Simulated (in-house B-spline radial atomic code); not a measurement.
**HSE06 excitations of Ta VI (Ta5+)**

Method: HSE06. Computed with a B-spline radial code for spherical atoms: linear response of the closed shell [Xe] 4f14 with the functional's adiabatic kernel; scalar-relativistic (spin-free one-electron X2C), finite nucleus, no spin-orbit coupling, no double excitations, S, P, D and F terms only; shells from n = 3 respond. Only terms of natural parity with L up to 3 were computed.

Spin-orbit coupling is strong here, so these LS terms don't match observed levels.

Command:
```bash
python run_td.py task.json out
```
Settings (radii: box in bohr, nucleus in fm):
```
Z                        73
electrons                68
configuration            [Xe] 4f14
hamiltonian              x2c
method                   hse06
box_radius               16.35
rms_radius               5.3507
intervals                70
```

Time taken, with all properties: 9.4 s on 1 thread of Arm Neoverse N1, with other jobs on the host.

The lowest states, in the order of their Tamm-Dancoff energies; the method's threshold (minus the highest occupied level) is 86.04 eV. Labels give the largest channel, * marks a mixed state, and oscillator strengths are full-response dipole values. Semilocal kernels can invert the small singlet-triplet splittings of Rydberg terms. Energies in eV:

```csv
state,full response,Tamm-Dancoff,oscillator strength
4f → 5d 3P,28.499,28.557,-
4f → 5d 3F,29.186,29.217,-
4f → 5d 1F,29.886,29.894,-
4f → 5d 1P,31.04,31.27,0.129
4f → 6s 3F,?,?,-
4f → 6s 1F,37.71,37.72,-
5p → 5d 3P,39.22,39.30,-
5p → 5d 3F,39.75,39.85,-
5p → 5d 1F,42.01,42.04,-
4f → 6p 3D,46.96,46.96,-
4f → 6p 1D,47.30,47.32,-
5p → 6s 3P,?,?,-
```

Task: Where does 5p → 6s 3P lie?

Result: At 48.64 eV in full response, 48.65 eV in Tamm-Dancoff.

Task: Where does 4f → 6s 3F lie?

Result: At 37.55 eV in full response, 37.55 eV in Tamm-Dancoff.

Task: How large is the singlet-triplet splitting of 4f → 5d (F terms) in Tamm-Dancoff?

Result: 0.677 eV, from the unrounded values.

Task: What polarisabilities and dispersion coefficient does the method give?

Result: Dipole 2.526 bohr³, quadrupole 3.561 bohr⁵, C6 10.5 hartree·bohr⁶ for two such species.
